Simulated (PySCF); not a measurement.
C₄H₇FSi, SMILES C=C=C[Si@H](C)F. Heavy atoms are numbered as in [CH2:1]=[C:2]=[CH:3][Si@H:4]([CH3:5])[F:6]. Hydrogens are named by the atom that carries them.

Coordinates come from a PBE0-D3(BJ)/def2-SVP optimisation. The structure was generated by enumeration; whether it is a known compound was not checked. Other conformers were not sampled.

These are PBE/pcSseg-1 run with PySCF values and carry that method's errors.

GIAO shieldings, no solvent; atoms alike by connectivity are averaged. δ = σ(ref) − σ: ¹³C against TMS (σ = 182.0 ppm); ²⁹Si against TMS (σ = 335.4 ppm); ¹⁹F against CFCl3 (σ = 133.6 ppm); ¹H against TMS (σ = 31.49 ppm), references at their B3LYP-D3(BJ)/def2-TZVP geometries, non-relativistic.

```tsv
atoms	nucleus	count	δ (ppm)
C2	¹³C	1	225.0
C3 (CH)	¹³C	1	83.9
C1 (CH2)	¹³C	1	(withheld)
C5 (CH3)	¹³C	1	(withheld)
Si4 (SiH)	²⁹Si	1	12.3
F6	¹⁹F	1	(withheld)
H on Si4	¹H	1	(withheld)
H on C3	¹H	1	(withheld)
H on C1	¹H	2	4.91
H on C5	¹H	3	0.67
```

Complete the blanks. (The exact figures need the calculation; the answer reports its results.)


- H on Si4, δ (ppm): 5.70
- H on C3, δ (ppm): 5.62
- C5 (CH3), δ (ppm): -1.5
- F6, δ (ppm): -217.9
- C1 (CH2), δ (ppm): 72.8
